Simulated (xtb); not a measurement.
Si(Br)(OH)(OEt)2 (C₄H₁₁BrO₃Si), SMILES CCO[Si](O)(Br)OCC. All values are semi-empirical tight-binding results from xtb (GFN2-xTB unless named), good for trends rather than for accurate numbers. Geometry: GFN2-xTB. The values are those of a single conformer.

Computed properties:
```
Quantity                                                Value
---------------------------------------------  --------------
orbital gap                                           7.96 eV
zero-point energy                               97.2 kcal/mol
G − E(el) at 298.15 K (modified RRHO)           71.6 kcal/mol
static polarisability (D4 model)                  114.8 bohr³
solvation energy, GFN2-xTB/ALPB(water)          -5.1 kcal/mol
solvation energy, GFN2-xTB/ALPB(acetonitrile)  -10.4 kcal/mol
```
